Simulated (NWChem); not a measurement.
System: Si2NH5ClF; SMILES [SiH3][Si@@](F)(Cl)N

Excerpt of the output:

```
             Northwest Computational Chemistry Package (NWChem) 7.3.0
             --------------------------------------------------------

                             Geometry "geometry" -> ""
                             -------------------------

 Output coordinates in angstroms (scale by  1.889725989 to convert to a.u.)

  No.       Tag          Charge          X              Y              Z
 ---- ---------------- ---------- -------------- -------------- --------------
    1 N                    7.0000     1.37779600     0.39904300     1.32550600
    2 Si                  14.0000     0.32066700     0.11797600     0.01960500
    3 F                    9.0000     1.01310600     0.35167400    -1.43699300
    4 Si                  14.0000    -0.55897700    -2.04179000     0.03578500
    5 Cl                  17.0000    -1.16986800     1.54118100     0.14703600
    6 H                    1.0000     1.57439000     1.33904100     1.65193900
    7 H                    1.0000     2.12332700    -0.24981400     1.55048300
    8 H                    1.0000    -1.41155600    -2.22047200     1.24849200
    9 H                    1.0000    -1.37865900    -2.26871000    -1.19067200
   10 H                    1.0000     0.55454000    -3.04025300     0.07354600

 Effective nuclear repulsion energy (a.u.)     369.4560984746

  xc_inp: hfexch multiplicative factor not found.
                              NWChem Property Module
                              ----------------------

  itol2e modified to match energy
  convergence criterion.

                                 NWChem DFT Module
                                 -----------------

 Summary of "ao basis" -> "ao basis" (spherical)
 ------------------------------------------------------------------------------
       Tag                 Description            Shells   Functions and Types
 ---------------- ------------------------------  ------  ---------------------
 N                           6-31g*                  6       14   3s2p1d
 Si                          6-31g*                  8       18   4s3p1d
 F                           6-31g*                  6       14   3s2p1d
 Cl                          6-31g*                  8       18   4s3p1d
 H                           6-31g*                  2        2   2s

  itol2e modified to match energy
  convergence criterion.

[...]

          -----------------------------------------
          Chemical Shielding Tensors (GIAO, in ppm)
          -----------------------------------------

                                NWChem CPHF Module
                                ------------------

  scftype          =     RHF
  nclosed          =       33
  nopen            =        0
  variables        =     1947
  # of vectors     =        3
  tolerance        = 0.10D-03
  level shift      = 0.00D+00
  max iterations   =       50
  max subspace     =       30

 SCF residual:    1.0358331331272876E-004

Iterative solution of linear equations
  No. of variables     1947
  No. of equations        3
  Maximum subspace       30
        Iterations       50
       Convergence  1.0D-04

   iter   nsub   residual    time
   ----  ------  --------  ---------
     1      3    1.09D+00      43.5
     2      6    1.14D-01      47.3
     3      9    1.93D-02      52.9
     4     12    3.57D-03      57.8
     5     15    5.66D-04      61.5
     6     18    9.88D-05      66.2

      Atom:    1  N
        Diamagnetic
    326.2835     -1.5572     14.7050
     -1.5572    325.1266      4.4613
     14.7050      4.4613    325.8255

        Paramagnetic
    -71.8015     11.0225      3.3218
     11.0225   -105.6037      8.0573
      3.3218      8.0573    -90.5472

        Total Shielding Tensor
    254.4821      9.4653     18.0268
      9.4653    219.5229     12.5186
     18.0268     12.5186    235.2783

           isotropic =     236.4278
          anisotropy =      49.7620

          Principal Components and Axis System
                 1           2           3
              269.6024    227.0778    212.6030

      1         0.8028     -0.5960      0.0154
      2         0.2829      0.4035      0.8701
      3         0.5248      0.6942     -0.4926

      Atom:    2  Si
        Diamagnetic
    876.4089     -2.4916     -0.6502
     -2.4916    876.7642      0.0626
     -0.6502      0.0626    877.2644

        Paramagnetic
   -430.8176     26.8263      4.3728
     26.8263   -420.3151      9.1613
      4.3728      9.1613   -457.8314

        Total Shielding Tensor
    445.5913     24.3347      3.7226
     24.3347    456.4491      9.2239
      3.7226      9.2239    419.4330

           isotropic =     440.4911
          anisotropy =      55.5426

          Principal Components and Axis System
                 1           2           3
              477.5195    426.9616    416.9922

      1         0.6100      0.7805      0.1364
      2         0.7756     -0.5530     -0.3045
      3         0.1623     -0.2915      0.9427

      Atom:    3  F
        Diamagnetic
    471.4431      0.9786    -11.0648
      0.9786    466.1289     -3.0416
    -11.0648     -3.0416    487.2046

        Paramagnetic
   -138.8074      2.1902    -11.6843
      2.1902   -181.3142    -24.6362
    -11.6843    -24.6362   -116.6634

        Total Shielding Tensor
    332.6356      3.1688    -22.7492
      3.1688    284.8148    -27.6778
    -22.7492    -27.6778    370.5413

           isotropic =     329.3306
          anisotropy =      88.0544

          Principal Components and Axis System
                 1           2           3
              388.0335    323.5280    276.4302

      1        -0.3800      0.9226      0.0662
      2        -0.2504     -0.1715      0.9528
      3         0.8904      0.3455      0.2962

      Atom:    4  Si
        Diamagnetic
    878.9898      1.9716      0.0036
      1.9716    885.0087     -0.0113
      0.0036     -0.0113    877.8923

[...]
```

Level: Hartree-Fock/6-31G* (spherical d), GIAO. The geometry was optimised at PBE0/def2-SVP. NWChem prints the field gradient with the sign opposite to the second derivative of the potential. The printed shielding anisotropy is the first printed principal value minus the mean of the other two.

Problem. Reconstruct the input file.

Solution. Several could match; the one computed here: the input that was run:
```
start job
memory heap 200 mb stack 900 mb global 1100 mb
geometry units angstroms noautosym nocenter noautoz
  N      1.377796     0.399043     1.325506
  Si     0.320667     0.117976     0.019605
  F      1.013106     0.351674    -1.436993
  Si    -0.558977    -2.041790     0.035785
  Cl    -1.169868     1.541181     0.147036
  H      1.574390     1.339041     1.651939
  H      2.123327    -0.249814     1.550483
  H     -1.411556    -2.220472     1.248492
  H     -1.378659    -2.268710    -1.190672
  H      0.554540    -3.040253     0.073546
end
basis spherical
  * library 6-31g*
end
dft
  xc hfexch
  iterations 150
end
property
  shielding
  efieldgrad
end
task dft property
```
